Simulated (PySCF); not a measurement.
C2H9BSi: core ionisation energies

Species: C2H9BSi.
Geometry (PBE0-D3(BJ)/def2-SVP, Å), atoms numbered from 1 in this order:
```
atom  x, y, z in Å
C1    -1.877    0.218    0.472
B2    -0.817   -0.330   -0.540
C3     0.550   -0.924   -0.112
Si4    1.800    0.500   -0.080
H5    -2.154    1.256    0.219
H6    -2.811   -0.359    0.340
H7    -1.587    0.172    1.532
H8    -1.061   -0.239   -1.729
H9     0.556   -1.344    0.907
H10    0.965   -1.653   -0.828
H11    1.380    1.549    0.900
H12    3.144   -0.015    0.326
H13    1.923    1.136   -1.427
```

Computed with delta-SCF UKS SCAN, pcX-2 on the ionised atom, pcseg-1 elsewhere, spin-free X2C (PySCF). Each binding energy is the total energy of the core-ionised species, with the hole localised on one atom, minus that of the ground state; both are solved self-consistently, so orbital relaxation is included.

Q: What binding energy does each computed site have?

A: 
```json
{"atom(s)": "Si4", "environment": "SiH3 silicon", "level": "Si 1s", "binding energy (eV)": "1846.55", "2p1/2 (eV)": "–", "above the level's lowest (eV)": "0.00", "count": "1"}
{"atom(s)": "C1", "environment": "sp3 carbon bound to boron", "level": "C 1s", "binding energy (eV)": "290.10", "2p1/2 (eV)": "–", "above the level's lowest (eV)": "+0.24", "count": "1"}
{"atom(s)": "C3", "environment": "sp3 carbon bound to silicon", "level": "C 1s", "binding energy (eV)": "289.86", "2p1/2 (eV)": "–", "above the level's lowest (eV)": "0.00", "count": "1"}
{"atom(s)": "B2", "environment": "three-coordinate boron", "level": "B 1s", "binding energy (eV)": "195.59", "2p1/2 (eV)": "–", "above the level's lowest (eV)": "0.00", "count": "1"}
{"atom(s)": "Si4", "environment": "SiH3 silicon", "level": "Si 2p3/2", "binding energy (eV)": "106.79", "2p1/2 (eV)": "107.41", "above the level's lowest (eV)": "0.00", "count": "1"}
```

The 2 C 1s values lie within 0.24 eV of each other; Gaussian lines of 0.5 eV full width would blend them into one maximum.

Q: Which effective nuclear charge Zeff reproduces each element's mean 1s value in the hydrogen-like formula E = 13.606 eV × Zeff²?

A: B (Z = 5): mean 195.6 eV, Zeff = 3.79, Z − Zeff = 1.21; C (Z = 6): mean 290.0 eV, Zeff = 4.62, Z − Zeff = 1.38; Si (Z = 14): mean 1846.6 eV, Zeff = 11.65, Z − Zeff = 2.35. Means run over the listed sites, weighted by atom count.

The 2p values aren't plain energy differences: one relaxed spin-free 2p hole is combined with a matrix within the shell (ground-state 2p orbital-energy differences and spin–orbit coupling). 2p3/2, the mean of its two sublevels, lies a third of the splitting below the shell's mean and 2p1/2 two thirds above it; the statistical areas are 2:1. 2p1/2 minus 2p3/2 (ligand field included): Si 0.62 eV. Isolated species at its PBE0-D3(BJ)/def2-SVP geometry (one conformer only).
